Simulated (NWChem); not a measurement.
System: CH3BaFO; SMILES C[O][Ba][F]

Input file for NWChem:

```
start job
memory heap 200 mb stack 700 mb global 900 mb
geometry units angstroms noautoz
  Ba     0.225022    -0.509674     0.336264
  F     -1.569302    -1.583902    -0.487068
  O      0.124956     1.781880     0.238774
  C     -0.280272     3.074488     0.019289
  H     -0.342609     3.672644     0.956060
  H      0.411035     3.636529    -0.648108
  H     -1.285349     3.146014    -0.454516
end
basis spherical
  Ba library def2-svp
  F library def2-svp
  O library def2-svp
  C library def2-svp
  H library def2-svp
end
ecp
  Ba library def2-ecp
end
dft
  xc hfexch
  iterations 150
  mulliken
end
task dft energy
```

Output (shortened):

```
             Northwest Computational Chemistry Package (NWChem) 7.3.0
             --------------------------------------------------------

 CS  symmetry detected

                             Geometry "geometry" -> ""
                             -------------------------

 Output coordinates in angstroms (scale by  1.889725989 to convert to a.u.)

  No.       Tag          Charge          X              Y              Z
 ---- ---------------- ---------- -------------- -------------- --------------
    1 Ba                  56.0000     0.34659220     0.48384502     0.00000000
    2 F                    9.0000    -1.51823278     1.73838389     0.00000000
    3 O                    8.0000     0.00048492    -1.78572476     0.00000000
    4 C                    6.0000    -0.57867806    -3.02982647     0.00000000
    5 H                    1.0000    -0.29261503    -3.63951717    -0.88637291
    6 H                    1.0000    -0.29261503    -3.63951717     0.88637291
    7 H                    1.0000    -1.69164916    -2.99698487     0.00000000

 Effective nuclear repulsion energy (a.u.)     344.6956526542

      Symmetry information
      --------------------

 Group name             Cs
 Group number              2
 Group order               2
 No. of unique centers     6

 Summary of "ao basis" -> "ao basis" (spherical)
 ------------------------------------------------------------------------------
       Tag                 Description            Shells   Functions and Types
 ---------------- ------------------------------  ------  ---------------------
 Ba                         def2-svp                 9       23   4s3p2d
 F                          def2-svp                 6       14   3s2p1d
 O                          def2-svp                 6       14   3s2p1d
 C                          def2-svp                 6       14   3s2p1d
 H                          def2-svp                 3        5   2s1p

      Symmetry analysis of basis
      --------------------------

        a'         55
        a"         25

            General Information
            -------------------
          SCF calculation type: DFT
          Wavefunction type:  closed shell.
          No. of atoms     :     7
          No. of electrons :    36
           Alpha electrons :    18
            Beta electrons :    18
          Charge           :     0
          Spin multiplicity:     1
          Use of symmetry is: on ; symmetry adaption is: on
          Maximum number of iterations: 150
          AO basis - number of functions:    80
                     number of shells:    36
          Convergence on energy requested:  1.00D-06
          Convergence on density requested:  1.00D-05
          Convergence on gradient requested:  5.00D-04

              XC Information
              --------------
                     Hartree-Fock (Exact) Exchange  1.000

      Superposition of Atomic Density Guess
      -------------------------------------

 Sum of atomic energies:        -240.59029255

      Non-variational initial energy
      ------------------------------

 Total energy =    -238.816008
 1-e energy   =    -542.305622
 2-e energy   =     198.736365
 HOMO         =      -0.383458
 LUMO         =      -0.124681

      Symmetry analysis of molecular orbitals - initial
      -------------------------------------------------

  Numbering of irreducible representations:

     1 a'          2 a"

  Orbital symmetries:

     1 a'          2 a'          3 a'          4 a'          5 a'
     6 a'          7 a'          8 a'          9 a'         10 a"
    11 a'         12 a"         13 a'         14 a"         15 a'
    16 a'         17 a'         18 a"         19 a'         20 a"
    21 a'         22 a'         23 a"         24 a'         25 a"
    26 a'         27 a'         28 a'

     ---------------------------------------------
      Total Density - Mulliken Population Analysis
     ---------------------------------------------

    Atom       Charge   Shell Charges
 -----------   ------   -------------------------------------------------------
    1 Ba  10     8.27   0.27  1.71  0.07 -0.00  5.04  0.95  0.03  0.19  0.02
    2 F    9     9.88   1.99  1.17  0.82  3.65  2.25  0.00
    3 O    8     9.16   1.99  1.12  0.72  3.19  2.13  0.01
    4 C    6     5.89   1.99  0.91  0.22  1.86  0.86  0.05
    5 H    1     0.93   0.69  0.22  0.02
    6 H    1     0.93   0.69  0.22  0.02
    7 H    1     0.93   0.69  0.22  0.02

   convergence    iter        energy       DeltaE   RMS-Dens  Diis-err
 ---------------- ----- ----------------- --------- --------- ---------
 d= 0,ls=0.0,diis     1   -238.7626064088 -3.44D+02  1.39D-02  1.52D+00
 d= 0,ls=0.0,diis     2   -238.8451916122 -8.26D-02  5.88D-03  8.96D-01
 d= 0,ls=0.0,diis     3   -238.9242402455 -7.90D-02  7.04D-04  2.92D-03
 d= 0,ls=0.0,diis     4   -238.9247622206 -5.22D-04  2.00D-04  4.22D-04
 d= 0,ls=0.0,diis     5   -238.9248101291 -4.79D-05  5.90D-05  3.69D-05
  Resetting Diis
 d= 0,ls=0.0,diis     6   -238.9248148375 -4.71D-06  1.67D-05  1.13D-06
 d= 0,ls=0.0,diis     7   -238.9248150943 -2.57D-07  4.35D-06  9.11D-08

         Total DFT energy =     -238.924815094314
      One electron energy =     -549.334334715326
           Coulomb energy =      233.732415927915
    Exchange-Corr. energy =      -28.076145368952
 Nuclear repulsion energy =      104.753249062049

 Numeric. integr. density =        0.000000000000

                  Occupations of the irreducible representations
                  ----------------------------------------------

                     irrep           alpha         beta
                     --------     --------     --------
                     a'               14.0         14.0
                     a"                4.0          4.0

                       DFT Final Molecular Orbital Analysis
                       ------------------------------------

[...]
```

Level: Hartree-Fock/def2-SVP with def2 effective core potentials on Ba. Structure relaxed at the PBE0/def2-SVP level. def2 effective core potentials on Ba; no spin-orbit coupling.
